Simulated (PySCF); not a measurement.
**Choosing a basis for TDDFT**

Compound: p-cresol, C₇H₈O.
Bonds: C1–C2, C2–C3 (aromatic), C3–C4 (aromatic), C4–C5 (aromatic), C5–O6, C5–C7 (aromatic), C7–C8 (aromatic), C2–C8 (aromatic). Hydrogens: H9, H10, H11 on C1; H12 on C3; H13 on C4; H14 on O6; H15 on C7; H16 on C8.

TDDFT with PBE0 (PySCF), vertical singlets, core orbitals frozen in the response, spherical d and f functions. Isolated species at its PBE0-D3(BJ)/def2-SVP geometry (one conformer only).

Task: How do the low singlets change with the basis? Take 6-31G*, def2-SVP, 6-31+G*, def2-SVPD, aug-cc-pVDZ and def2-TZVP.

Result: 

```
      basis  functions  diffuse  S1 (eV)  S2 (eV)  S3 (eV)  S4 (eV)  S5 (eV)  LUMO (eV)  α (au)
     6-31G*        128       no     5.17     6.06     6.96     7.14     7.18       0.23    71.7
   def2-SVP        152       no     5.09     5.99     6.58     7.05     7.11      -0.07    75.3
    6-31+G*        160      yes     5.00     5.33     5.77     5.85     6.25      -0.22    83.0
  def2-SVPD        227      yes     4.98     5.73     5.82     6.24     6.82      -0.30    86.4
aug-cc-pVDZ        256      yes     4.92     5.15     5.52     5.68     5.88      -0.32    88.5
  def2-TZVP        296       no     4.97     5.83     6.08     6.69     6.85      -0.24    84.2
```

States are compared by their number. Against the largest diffuse basis here (aug-cc-pVDZ, itself not a converged limit), sets without diffuse functions differ by up to 0.25 eV in S1 and 1.30 eV in S5; the smaller diffuse sets differ by up to 0.09 and 0.94 eV. State by state, the largest deviation of a set without diffuse functions is S1 0.25, S2 0.91, S3 1.44, S4 1.46, S5 1.30 eV. The same number needn't mean the same state in each row. Against aug-cc-pVDZ the polarisability deviates by -19% in 6-31G*, -15% in def2-SVP, -6% in 6-31+G*, -2% in def2-SVPD, -5% in def2-TZVP. A single + in a Pople set puts diffuse functions on heavy atoms only.
